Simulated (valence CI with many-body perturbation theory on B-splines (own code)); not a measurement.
Xe21+: electric-dipole lines

Method: valence CI with perturbative core correlation (CI+MBPT): five valence electrons over a frozen Dirac-Fock core [Ar] 3d10, radial functions for each j: 11 s, 11 p, 10 d, 8 f, 5 g, 2 h, with the one-electron correlation potential Σ1, the two-electron term Σ2, the three-electron term Σ3, Breit, model QED; selected CI, second order for the rest, scaled by the run's own slope (own B-spline code, finite nucleus).

No measured levels were compared; by estimate levels hold to about 250 cm⁻¹ or 0.2 % of their energy and the worst to 1 %, as in measured heavy ions of charge 2 to 7; those with d or f electrons hold less well. Among the levels kept, up to 2100 cm⁻¹ of a level comes from second order outside the variational space, and about a tenth of that is noise between levels of different J, which matters for small intervals.

Lines 51 to 100 of 552 in falling wavelength, among levels below 219.89 eV, chosen from the strongest by gf and those to the six lowest levels. Wavelengths and rates use the calculated energies, so an error of 1000 cm⁻¹ moves a line at 17.69 nm by 0.18 % and its rate by three times that or more. Electric multipoles are in the length gauge, E1 and E2 with the static RPA response of the core. Weak lines are less certain than strong ones. Lines between different terms over intervals too small for the method are left out, as are lines whose strength nearly cancels. Where a level lies close to another of its J and parity, the split of strength between their lines is uncertain. The highest levels of a list are the least certain.

Levels are named by their leading jj configuration (3d3/2^4 stands for four electrons in 3d with j = 3/2), which in mixed levels can hold well under half, so a name can repeat and another be missing. Letters in brackets count levels of one name in rising energy.

```
λ vac (nm)                               Upper                               Lower   A (s⁻¹)  S (a.u.)
     17.69  (4s 4p1/2 4p3/2^2 4d5/2) J=7/2 [b]  (4s^2 4p1/2 4p3/2 4d5/2) J=5/2 [a]  1.01e+10  2.20e-01
     17.68  (4s 4p1/2 4p3/2^2 4d3/2) J=5/2 [d]  (4s^2 4p1/2 4p3/2 4d5/2) J=5/2 [b]  2.02e+10  3.31e-01
     17.67        (4s 4p3/2^3 4d5/2) J=7/2 [b]      (4s^2 4p3/2^2 4d5/2) J=5/2 [a]  9.65e+09  2.10e-01
     17.65        (4s 4p1/2 4p3/2^3) J=3/2 [b]          (4s^2 4p1/2 4p3/2^2) J=1/2  4.21e+09  4.57e-02
     17.65  (4s 4p1/2^2 4p3/2 4d3/2) J=5/2 [b]          (4s^2 4p1/2^2 4d3/2) J=3/2  1.98e+10  3.22e-01
     17.59  (4s 4p1/2 4p3/2^2 4d3/2) J=3/2 [b]  (4s^2 4p1/2 4p3/2 4d3/2) J=3/2 [a]  1.09e+10  1.17e-01
     17.53            (4s 4p1/2 4p3/2^3) J=5/2          (4s^2 4p1/2 4p3/2^2) J=3/2  3.49e+08  5.57e-03
     17.52          (4s 4p1/2^2 4p3/2^2) J=3/2          (4s^2 4p1/2^2 4p3/2) J=3/2  2.47e+10  2.62e-01
     17.52  (4s 4p1/2 4p3/2^2 4d5/2) J=7/2 [e]  (4s^2 4p1/2 4p3/2 4d5/2) J=7/2 [b]  6.47e+09  1.37e-01
     17.49  (4s 4p1/2 4p3/2^2 4d5/2) J=5/2 [d]  (4s^2 4p1/2 4p3/2 4d5/2) J=3/2 [a]  1.46e+10  2.31e-01
     17.47  (4s 4p1/2 4p3/2^2 4d3/2) J=5/2 [b]  (4s^2 4p1/2 4p3/2 4d3/2) J=3/2 [a]  8.44e+09  1.33e-01
     17.47  (4s 4p1/2 4p3/2^2 4d3/2) J=7/2 [b]      (4s^2 4p1/2 4p3/2 4d3/2) J=7/2  1.40e+10  2.96e-01
     17.44  (4s^2 4p1/2 4p3/2 4d5/2) J=5/2 [a]                (4s^2 4p3/2^3) J=3/2  7.66e+08  1.20e-02
     17.42  (4s 4p1/2 4p3/2^2 4d5/2) J=5/2 [e]  (4s^2 4p1/2 4p3/2 4d3/2) J=5/2 [b]  1.77e+10  2.77e-01
     17.42            (4s 4p3/2^3 4d5/2) J=1/2          (4s^2 4p3/2^2 4d5/2) J=3/2  1.82e+10  9.52e-02
     17.40  (4s 4p1/2 4p3/2^2 4d5/2) J=5/2 [c]  (4s^2 4p1/2 4p3/2 4d5/2) J=5/2 [a]  6.55e+09  1.02e-01
     17.38  (4s 4p1/2 4p3/2^2 4d3/2) J=3/2 [e]  (4s^2 4p1/2 4p3/2 4d3/2) J=3/2 [b]  1.10e+10  1.14e-01
     17.37        (4s 4p3/2^3 4d5/2) J=5/2 [b]          (4s^2 4p3/2^2 4d5/2) J=7/2  1.38e+10  2.13e-01
     17.36      (4s^2 4p1/2 4d3/2^2) J=5/2 [b]          (4s^2 4p3/2^2 4d3/2) J=5/2  1.01e+10  1.56e-01
     17.35          (4s 4p1/2^2 4p3/2^2) J=1/2          (4s^2 4p1/2^2 4p3/2) J=3/2  2.10e+10  1.08e-01
     17.25                  (4s 4p3/2^4) J=1/2                (4s^2 4p3/2^3) J=3/2  4.36e+10  2.20e-01
     17.21  (4s 4p1/2 4p3/2^2 4d5/2) J=3/2 [d]  (4s^2 4p1/2 4p3/2 4d5/2) J=3/2 [b]  2.24e+10  2.26e-01
     17.15        (4s 4p3/2^3 4d5/2) J=5/2 [c]      (4s^2 4p3/2^2 4d5/2) J=5/2 [a]  1.14e+10  1.70e-01
     17.13  (4s^2 4p1/2 4p3/2 4d5/2) J=3/2 [a]                (4s^2 4p3/2^3) J=3/2  1.13e+09  1.13e-02
     17.12        (4s 4p3/2^3 4d5/2) J=5/2 [c]          (4s^2 4p3/2^2 4d3/2) J=7/2  8.91e+09  1.32e-01
     17.09  (4s 4p1/2 4p3/2^2 4d5/2) J=9/2 [c]      (4s^2 4p1/2 4p3/2 4d5/2) J=9/2  1.87e+10  4.59e-01
     17.08  (4s 4p1/2 4p3/2^2 4d3/2) J=1/2 [c]  (4s^2 4p1/2 4p3/2 4d3/2) J=1/2 [b]  2.54e+10  1.25e-01
     17.03  (4s^2 4p1/2 4p3/2 4f5/2) J=5/2 [a]      (4s^2 4p3/2^2 4d5/2) J=5/2 [a]  1.03e+10  1.51e-01
     17.03          (4s^2 4p1/2^2 4d3/2) J=3/2          (4s^2 4p1/2 4p3/2^2) J=3/2  4.87e+09  4.75e-02
     17.00  (4s^2 4p1/2 4p3/2 4f5/2) J=5/2 [a]          (4s^2 4p3/2^2 4d3/2) J=7/2  1.11e+10  1.61e-01
     16.99        (4s 4p3/2^3 4d5/2) J=3/2 [b]      (4s^2 4p3/2^2 4d5/2) J=5/2 [b]  2.66e+10  2.58e-01
     16.96  (4s 4p1/2 4p3/2^2 4d3/2) J=3/2 [b]  (4s^2 4p1/2 4p3/2 4d3/2) J=5/2 [a]  1.11e+10  1.07e-01
     16.96  (4s 4p1/2 4p3/2^2 4d3/2) J=7/2 [b]  (4s^2 4p1/2 4p3/2 4d3/2) J=5/2 [a]  6.57e+09  1.26e-01
     16.94        (4s 4p3/2^3 4d5/2) J=5/2 [a]  (4s^2 4p1/2 4p3/2 4d5/2) J=3/2 [b]  8.21e+09  1.18e-01
     16.93  (4s 4p1/2 4p3/2^2 4d5/2) J=3/2 [c]  (4s^2 4p1/2 4p3/2 4d5/2) J=3/2 [a]  1.39e+10  1.34e-01
     16.87      (4s 4p1/2^2 4p3/2 4d5/2) J=3/2          (4s^2 4p1/2^2 4d5/2) J=5/2  2.32e+10  2.20e-01
     16.87  (4s 4p1/2 4p3/2^2 4d5/2) J=5/2 [b]      (4s^2 4p1/2 4p3/2 4d3/2) J=7/2  1.32e+10  1.88e-01
     16.85  (4s 4p1/2 4p3/2^2 4d3/2) J=5/2 [b]  (4s^2 4p1/2 4p3/2 4d3/2) J=5/2 [a]  1.62e+10  2.30e-01
     16.79  (4s 4p1/2^2 4p3/2 4d5/2) J=5/2 [b]          (4s^2 4p1/2^2 4d5/2) J=5/2  1.93e+10  2.70e-01
     16.78  (4s 4p1/2 4p3/2^2 4d3/2) J=5/2 [c]  (4s^2 4p1/2 4p3/2 4d5/2) J=7/2 [a]  2.33e+10  3.26e-01
     16.74        (4s 4p3/2^3 4d5/2) J=7/2 [a]          (4s^2 4p3/2^2 4d5/2) J=7/2  1.55e+10  2.87e-01
     16.73  (4s 4p1/2 4p3/2^2 4d5/2) J=3/2 [e]  (4s^2 4p1/2 4p3/2 4d5/2) J=5/2 [b]  1.96e+10  1.81e-01
     16.71      (4s^2 4p1/2 4d3/2 4d5/2) J=9/2          (4s^2 4p3/2^2 4d5/2) J=9/2  9.03e+09  2.08e-01
     16.69          (4s^2 4p1/2^2 4d5/2) J=5/2          (4s^2 4p1/2 4p3/2^2) J=5/2  8.29e+08  1.14e-02
     16.68  (4s 4p1/2 4p3/2^2 4d5/2) J=7/2 [b]  (4s^2 4p1/2 4p3/2 4d5/2) J=7/2 [a]  2.58e+10  4.72e-01
     16.68        (4s 4p1/2 4p3/2^3) J=3/2 [b]          (4s^2 4p1/2 4p3/2^2) J=5/2  4.43e+10  4.05e-01
     16.66  (4s 4p1/2^2 4p3/2 4d3/2) J=3/2 [c]          (4s^2 4p1/2^2 4d5/2) J=5/2  1.03e+10  9.37e-02
     16.63  (4s 4p1/2 4p3/2^2 4d3/2) J=3/2 [d]  (4s^2 4p1/2 4p3/2 4d3/2) J=1/2 [a]  1.34e+10  1.21e-01
     16.56  (4s 4p1/2 4p3/2^2 4d3/2) J=5/2 [c]      (4s^2 4p1/2 4p3/2 4d3/2) J=7/2  2.00e+10  2.69e-01
     16.56        (4s 4p3/2^3 4d5/2) J=3/2 [b]          (4s^2 4p3/2^2 4d5/2) J=3/2  1.13e+10  1.01e-01
```
